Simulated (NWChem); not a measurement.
System: C₅H₇O, doublet; SMILES C1CC(=O)C[CH]1

NWChem input:

```
start job
memory heap 200 mb stack 900 mb global 1100 mb
geometry units angstroms noautosym nocenter noautoz
  O     -0.051708     2.103048     0.059590
  C     -0.005587     0.895278    -0.006058
  C      1.280153     0.053577    -0.034694
  C      0.804761    -1.358455    -0.009029
  C     -0.692416    -1.476111     0.079751
  C     -1.224158    -0.035535    -0.085073
  H      1.923213     0.337070     0.815352
  H      1.864210     0.317782    -0.933234
  H      1.466978    -2.216569     0.018661
  H     -1.003620    -1.903344     1.047730
  H     -1.098797    -2.157853    -0.681526
  H     -1.697543     0.119936    -1.062982
  H     -1.961986     0.259268     0.667679
end
basis spherical
  * library def2-svp
end
dft
  odft
  mult 2
  xc m06-2x
  iterations 150
end
cosmo
  do_cosmo_smd true
  solvent ether
end
task dft energy
```

Coordinates come from a B3LYP/6-31G* (spherical d), spin-unrestricted optimisation. No stability test was run on the SCF state. Solvent: diethyl ether.

Level: M06-2X/def2-SVP with SMD (1 M gas to 1 M solution), gas-phase geometry. Reactions with the solvent are ignored.

**Question.** What results follow from this input? (M06-2X/def2-SVP, spin-unrestricted, SMD on the gas-phase geometry.) Quantities: solvation free energy (kcal/mol); cavity-dispersion-structure term (kcal/mol); dipole in solution (D).

**Answer.** 
```json
{
  "solvation free energy (kcal/mol)": "-6.7",
  "cavity-dispersion-structure term (kcal/mol)": "-3.5",
  "dipole in solution (D)": "3.13"
}
```
